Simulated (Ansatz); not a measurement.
Geometry optimisation, UHF/def2-SVP (Ansatz 0.2.0).

input.yaml

```yaml
crystal:
  periodic: [false, false, false]
  atoms:
    - { symbol: Zr, position_ang: [-0.066988, -0.070748, -0.018295] }
    - { symbol: Cl, position_ang: [-0.204165, 0.121326, 2.454021] }
    - { symbol: O, position_ang: [1.719041, -0.351207, -0.583809] }
    - { symbol: H, position_ang: [2.607432, -0.509517, -0.85487] }
    - { symbol: F, position_ang: [-0.738116, 1.514533, -0.821794] }
    - { symbol: F, position_ang: [-1.14031, -1.522353, -0.60846] }
    - { symbol: "N", position_ang: [0.401106, -0.286154, 5.304838] }
    - { symbol: H, position_ang: [-0.571466, -0.574964, 5.272788] }
    - { symbol: H, position_ang: [0.348664, 0.726985, 5.271682] }
magnetization:
  spin_polarized: true
  initial_magnetization: 1
basis:
  gaussian: { orbitals: def2-SVP }
hamiltonian:
  xc: hf
relax:
  f_tol: 0.03
  max_steps: 50
output:
  orbitals: {}
```

Launched with:

```bash
$ ansatz run input.yaml --threads 4 --pin off --max-ram 5120MiB --backend cpu --events-out ev --progress --plain --runs-dir out
```

Where does it end, and by what steps?

It converged. The force dipped under the threshold on the way, but the program's further checks kept it going. After 17 steps the energy has fallen by 0.166 eV; Cl2 moved furthest, 0.58 Å.

```tsv
step	energy less start (eV)	largest force component (eV/Å)	accepted
0	0.0000	1.473	yes
1	-0.0511	1.416	yes
2	-0.1334	0.743	yes
3	-0.1567	0.208	yes
4	-0.1594	0.390	yes
5	-0.1637	0.040	yes
6	-0.1643	0.016	yes
7	-0.1644	0.044	yes
8	-0.1643	0.125	no
9	-0.1646	0.010	yes
10	-0.1647	0.058	yes
11	-0.1648	0.056	yes
12	-0.1641	0.245	no
13	-0.1651	0.073	yes
14	-0.1652	0.103	yes
15	-0.1652	0.104	yes
16	-0.1658	0.022	yes
17	-0.1661	0.023	yes
```

```xyz
9
Properties=species:S:1:pos:R:3
Zr -0.145 -0.021 -0.198
Cl -0.600 0.384 2.119
O 1.701 -0.342 -0.471
H 2.619 -0.504 -0.607
F -0.682 1.491 -1.219
F -1.144 -1.529 -0.784
N 0.450 -0.195 5.861
H -0.360 -0.744 5.586
H 0.517 0.507 5.129
```

Whether the end is a true minimum wasn't checked by a vibrational analysis.

Time of the run: 38 s on 4 threads of Arm Neoverse V1, with other jobs on the host, peak memory 0.39 GiB.
